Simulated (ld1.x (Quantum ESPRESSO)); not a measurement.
## Before and after: RRKJ potential for manganese (Mn)

Mn (Z = 25), norm-conserving RRKJ (Kleinman–Bylander form), made with ld1.x (Quantum ESPRESSO) 7.5 (PBE, scalar-relativistic). Core [Ar], reference 3d5 4s1.5 4p0 (charge +0.5). Waves: 4s (bound): rc 2.35 bohr; 4p (bound, empty): rc 2.15 bohr; 3d (bound): rc 1.90 bohr. Local part: the d channel. Core correction: Bessel-smoothed model core inside 1.35 bohr. rho0 = 0.005.

Change: wave 4s (bound): rc 2.35 bohr becomes 4s (bound): rc 2.96 bohr.

Cutoffs: the cutoffs (Ry, on a coarse ladder) from which the occupation-weighted sum of valence levels, in a spherical-Bessel basis at the reference potential, stays within 10 and 1 mRy of its value at 400 Ry; they do not see the model core or the augmentation charge, which bear on the density cutoff. Errors are all-electron minus pseudo energies relative to the spin-unpolarised reference configuration.

Question: How do hardness, ghosts and transferability respond?

Answer: The potential gets neither clearly harder nor softer (70 Ry and 110 Ry → 70 Ry and 110 Ry); both files keep a bound ghost (p, s); of the 7 tests that both files solve, the error grows in 3 and shrinks in 3 by more than 15 % and 0.3 meV (median size 22.5 → 26.3 meV).

| quantity | base | changed |
| --- | --- | --- |
| cutoff, loose | 70 Ry | 70 Ry |
| cutoff, tight | 110 Ry | 110 Ry |
| loose cutoff by channel (10 mRy a level) | s 18 Ry, d 60 Ry | s 10 Ry, d 60 Ry |
| bound ghosts | s, p | s, p |
| error for 3d5 4s2 4p0, meV [ΔE -3.36 eV] | -0.4 | 0.0 |
| error for 3d5 4s1 4p0, meV [ΔE 5.06 eV] | -1.8 | -1.5 |
| error for 3d5 4s0 4p0, meV [ΔE 20.65 eV] | -23 | -26 |
| error for 3d3 4s0 4p0, meV [ΔE 103.94 eV] | -1114 | -1315 |
| error for 3d5 4s0 4p1, meV [ΔE 9.80 eV] | -6.4 | -11 |
| error for 3d5.5 4s1.5 4p0, meV [ΔE -3.84 eV] | -32 | -26 |
| error for 3d4 4s0 4p0, meV [ΔE 53.17 eV] | -264 | -355 |

 A true bound ghost makes a file unfit for plane-wave use even where its test errors are small: the radial tests pick states by their node count and pass the ghost by.
